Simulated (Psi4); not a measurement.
Relaxed torsion scan: C₃H₆O₃, SMILES COC(=O)OC. Scanned: dihedral C1–O2–C3–O4; all other coordinates were relaxed at GFN2-xTB. Points at φ and −φ are mirror images. Heavy atoms are numbered in the order of the SMILES COC(=O)OC, hydrogens after them in the order of the atoms that carry them; the mirror image has the same energies with the sign of each dihedral reversed.

Methods: PBE/def2-TZVP // GFN2-xTB (Psi4); PBE-D3(BJ)/def2-TZVP // GFN2-xTB (Psi4); wB97X-D/def2-TZVP // GFN2-xTB (Psi4); MP2/cc-pVTZ = DF-MP2 (frozen core)/cc-pVTZ // GFN2-xTB run with Psi4 1.11.

Energies relative to the lowest point of each profile, in kJ/mol; the last columns give the difference from MP2:

```json
[
 {"φ / °": "-165", "PBE/def2-TZVP": "13.9", "PBE-D3(BJ)/def2-TZVP": "13.4", "wB97X-D/def2-TZVP": "15.1", "MP2/cc-pVTZ": "15.4", "PBE/def2-TZVP − MP2/cc-pVTZ": "-1.5", "PBE-D3(BJ)/def2-TZVP − MP2/cc-pVTZ": "-2.0", "wB97X-D/def2-TZVP − MP2/cc-pVTZ": "-0.3"},
 {"φ / °": "-150", "PBE/def2-TZVP": "19.4", "PBE-D3(BJ)/def2-TZVP": "18.9", "wB97X-D/def2-TZVP": "20.5", "MP2/cc-pVTZ": "21.3", "PBE/def2-TZVP − MP2/cc-pVTZ": "-1.9", "PBE-D3(BJ)/def2-TZVP − MP2/cc-pVTZ": "-2.3", "wB97X-D/def2-TZVP − MP2/cc-pVTZ": "-0.8"},
 {"φ / °": "-135", "PBE/def2-TZVP": "26.8", "PBE-D3(BJ)/def2-TZVP": "26.5", "wB97X-D/def2-TZVP": "27.9", "MP2/cc-pVTZ": "29.2", "PBE/def2-TZVP − MP2/cc-pVTZ": "-2.4", "PBE-D3(BJ)/def2-TZVP − MP2/cc-pVTZ": "-2.7", "wB97X-D/def2-TZVP − MP2/cc-pVTZ": "-1.3"},
 {"φ / °": "-120", "PBE/def2-TZVP": "34.2", "PBE-D3(BJ)/def2-TZVP": "33.9", "wB97X-D/def2-TZVP": "35.0", "MP2/cc-pVTZ": "36.7", "PBE/def2-TZVP − MP2/cc-pVTZ": "-2.5", "PBE-D3(BJ)/def2-TZVP − MP2/cc-pVTZ": "-2.8", "wB97X-D/def2-TZVP − MP2/cc-pVTZ": "-1.7"},
 {"φ / °": "-105", "PBE/def2-TZVP": "39.4", "PBE-D3(BJ)/def2-TZVP": "39.2", "wB97X-D/def2-TZVP": "39.9", "MP2/cc-pVTZ": "41.7", "PBE/def2-TZVP − MP2/cc-pVTZ": "-2.3", "PBE-D3(BJ)/def2-TZVP − MP2/cc-pVTZ": "-2.5", "wB97X-D/def2-TZVP − MP2/cc-pVTZ": "-1.9"},
 {"φ / °": "-90", "PBE/def2-TZVP": "40.7", "PBE-D3(BJ)/def2-TZVP": "40.6", "wB97X-D/def2-TZVP": "41.1", "MP2/cc-pVTZ": "43.2", "PBE/def2-TZVP − MP2/cc-pVTZ": "-2.5", "PBE-D3(BJ)/def2-TZVP − MP2/cc-pVTZ": "-2.6", "wB97X-D/def2-TZVP − MP2/cc-pVTZ": "-2.1"},
 {"φ / °": "-75", "PBE/def2-TZVP": "36.8", "PBE-D3(BJ)/def2-TZVP": "36.8", "wB97X-D/def2-TZVP": "37.6", "MP2/cc-pVTZ": "39.9", "PBE/def2-TZVP − MP2/cc-pVTZ": "-3.1", "PBE-D3(BJ)/def2-TZVP − MP2/cc-pVTZ": "-3.1", "wB97X-D/def2-TZVP − MP2/cc-pVTZ": "-2.3"},
 {"φ / °": "-60", "PBE/def2-TZVP": "28.5", "PBE-D3(BJ)/def2-TZVP": "28.6", "wB97X-D/def2-TZVP": "29.6", "MP2/cc-pVTZ": "31.7", "PBE/def2-TZVP − MP2/cc-pVTZ": "-3.2", "PBE-D3(BJ)/def2-TZVP − MP2/cc-pVTZ": "-3.1", "wB97X-D/def2-TZVP − MP2/cc-pVTZ": "-2.0"},
 {"φ / °": "-45", "PBE/def2-TZVP": "18.5", "PBE-D3(BJ)/def2-TZVP": "18.6", "wB97X-D/def2-TZVP": "19.7", "MP2/cc-pVTZ": "21.2", "PBE/def2-TZVP − MP2/cc-pVTZ": "-2.7", "PBE-D3(BJ)/def2-TZVP − MP2/cc-pVTZ": "-2.6", "wB97X-D/def2-TZVP − MP2/cc-pVTZ": "-1.5"},
 {"φ / °": "-30", "PBE/def2-TZVP": "9.6", "PBE-D3(BJ)/def2-TZVP": "9.6", "wB97X-D/def2-TZVP": "10.7", "MP2/cc-pVTZ": "11.6", "PBE/def2-TZVP − MP2/cc-pVTZ": "-2.0", "PBE-D3(BJ)/def2-TZVP − MP2/cc-pVTZ": "-2.0", "wB97X-D/def2-TZVP − MP2/cc-pVTZ": "-0.9"},
 {"φ / °": "-15", "PBE/def2-TZVP": "3.1", "PBE-D3(BJ)/def2-TZVP": "3.2", "wB97X-D/def2-TZVP": "3.8", "MP2/cc-pVTZ": "4.2", "PBE/def2-TZVP − MP2/cc-pVTZ": "-1.1", "PBE-D3(BJ)/def2-TZVP − MP2/cc-pVTZ": "-1.0", "wB97X-D/def2-TZVP − MP2/cc-pVTZ": "-0.4"},
 {"φ / °": "0", "PBE/def2-TZVP": "0.0", "PBE-D3(BJ)/def2-TZVP": "0.0", "wB97X-D/def2-TZVP": "0.0", "MP2/cc-pVTZ": "0.0", "PBE/def2-TZVP − MP2/cc-pVTZ": "0.0", "PBE-D3(BJ)/def2-TZVP − MP2/cc-pVTZ": "0.0", "wB97X-D/def2-TZVP − MP2/cc-pVTZ": "0.0"},
 {"φ / °": "15", "PBE/def2-TZVP": "3.1", "PBE-D3(BJ)/def2-TZVP": "3.2", "wB97X-D/def2-TZVP": "3.8", "MP2/cc-pVTZ": "4.2", "PBE/def2-TZVP − MP2/cc-pVTZ": "-1.1", "PBE-D3(BJ)/def2-TZVP − MP2/cc-pVTZ": "-1.0", "wB97X-D/def2-TZVP − MP2/cc-pVTZ": "-0.4"},
 {"φ / °": "30", "PBE/def2-TZVP": "9.6", "PBE-D3(BJ)/def2-TZVP": "9.6", "wB97X-D/def2-TZVP": "10.7", "MP2/cc-pVTZ": "11.6", "PBE/def2-TZVP − MP2/cc-pVTZ": "-2.0", "PBE-D3(BJ)/def2-TZVP − MP2/cc-pVTZ": "-2.0", "wB97X-D/def2-TZVP − MP2/cc-pVTZ": "-0.9"},
 {"φ / °": "45", "PBE/def2-TZVP": "18.5", "PBE-D3(BJ)/def2-TZVP": "18.6", "wB97X-D/def2-TZVP": "19.7", "MP2/cc-pVTZ": "21.2", "PBE/def2-TZVP − MP2/cc-pVTZ": "-2.7", "PBE-D3(BJ)/def2-TZVP − MP2/cc-pVTZ": "-2.6", "wB97X-D/def2-TZVP − MP2/cc-pVTZ": "-1.5"},
 {"φ / °": "60", "PBE/def2-TZVP": "28.5", "PBE-D3(BJ)/def2-TZVP": "28.6", "wB97X-D/def2-TZVP": "29.6", "MP2/cc-pVTZ": "31.7", "PBE/def2-TZVP − MP2/cc-pVTZ": "-3.2", "PBE-D3(BJ)/def2-TZVP − MP2/cc-pVTZ": "-3.1", "wB97X-D/def2-TZVP − MP2/cc-pVTZ": "-2.0"},
 {"φ / °": "75", "PBE/def2-TZVP": "36.8", "PBE-D3(BJ)/def2-TZVP": "36.8", "wB97X-D/def2-TZVP": "37.6", "MP2/cc-pVTZ": "39.9", "PBE/def2-TZVP − MP2/cc-pVTZ": "-3.1", "PBE-D3(BJ)/def2-TZVP − MP2/cc-pVTZ": "-3.1", "wB97X-D/def2-TZVP − MP2/cc-pVTZ": "-2.3"},
 {"φ / °": "90", "PBE/def2-TZVP": "40.7", "PBE-D3(BJ)/def2-TZVP": "40.6", "wB97X-D/def2-TZVP": "41.1", "MP2/cc-pVTZ": "43.2", "PBE/def2-TZVP − MP2/cc-pVTZ": "-2.5", "PBE-D3(BJ)/def2-TZVP − MP2/cc-pVTZ": "-2.6", "wB97X-D/def2-TZVP − MP2/cc-pVTZ": "-2.1"},
 {"φ / °": "105", "PBE/def2-TZVP": "39.4", "PBE-D3(BJ)/def2-TZVP": "39.2", "wB97X-D/def2-TZVP": "39.9", "MP2/cc-pVTZ": "41.7", "PBE/def2-TZVP − MP2/cc-pVTZ": "-2.3", "PBE-D3(BJ)/def2-TZVP − MP2/cc-pVTZ": "-2.5", "wB97X-D/def2-TZVP − MP2/cc-pVTZ": "-1.9"},
 {"φ / °": "120", "PBE/def2-TZVP": "34.2", "PBE-D3(BJ)/def2-TZVP": "33.9", "wB97X-D/def2-TZVP": "35.0", "MP2/cc-pVTZ": "36.7", "PBE/def2-TZVP − MP2/cc-pVTZ": "-2.5", "PBE-D3(BJ)/def2-TZVP − MP2/cc-pVTZ": "-2.8", "wB97X-D/def2-TZVP − MP2/cc-pVTZ": "-1.7"},
 {"φ / °": "135", "PBE/def2-TZVP": "26.8", "PBE-D3(BJ)/def2-TZVP": "26.5", "wB97X-D/def2-TZVP": "27.9", "MP2/cc-pVTZ": "29.2", "PBE/def2-TZVP − MP2/cc-pVTZ": "-2.4", "PBE-D3(BJ)/def2-TZVP − MP2/cc-pVTZ": "-2.7", "wB97X-D/def2-TZVP − MP2/cc-pVTZ": "-1.3"},
 {"φ / °": "150", "PBE/def2-TZVP": "19.4", "PBE-D3(BJ)/def2-TZVP": "18.9", "wB97X-D/def2-TZVP": "20.5", "MP2/cc-pVTZ": "21.3", "PBE/def2-TZVP − MP2/cc-pVTZ": "-1.9", "PBE-D3(BJ)/def2-TZVP − MP2/cc-pVTZ": "-2.3", "wB97X-D/def2-TZVP − MP2/cc-pVTZ": "-0.8"},
 {"φ / °": "165", "PBE/def2-TZVP": "13.9", "PBE-D3(BJ)/def2-TZVP": "13.4", "wB97X-D/def2-TZVP": "15.1", "MP2/cc-pVTZ": "15.4", "PBE/def2-TZVP − MP2/cc-pVTZ": "-1.5", "PBE-D3(BJ)/def2-TZVP − MP2/cc-pVTZ": "-2.0", "wB97X-D/def2-TZVP − MP2/cc-pVTZ": "-0.3"},
 {"φ / °": "180", "PBE/def2-TZVP": "11.9", "PBE-D3(BJ)/def2-TZVP": "11.4", "wB97X-D/def2-TZVP": "12.9", "MP2/cc-pVTZ": "13.2", "PBE/def2-TZVP − MP2/cc-pVTZ": "-1.3", "PBE-D3(BJ)/def2-TZVP − MP2/cc-pVTZ": "-1.8", "wB97X-D/def2-TZVP − MP2/cc-pVTZ": "-0.2"}
]
```

PBE/def2-TZVP is furthest from MP2/cc-pVTZ at -60 (-3.2 kJ/mol, below); its mean absolute difference over the points is 2.2 kJ/mol.

PBE-D3(BJ)/def2-TZVP is furthest from MP2/cc-pVTZ at -60 (-3.1 kJ/mol, below); its mean absolute difference over the points is 2.3 kJ/mol.

wB97X-D/def2-TZVP is furthest from MP2/cc-pVTZ at -75 (-2.3 kJ/mol, below); its mean absolute difference over the points is 1.3 kJ/mol.
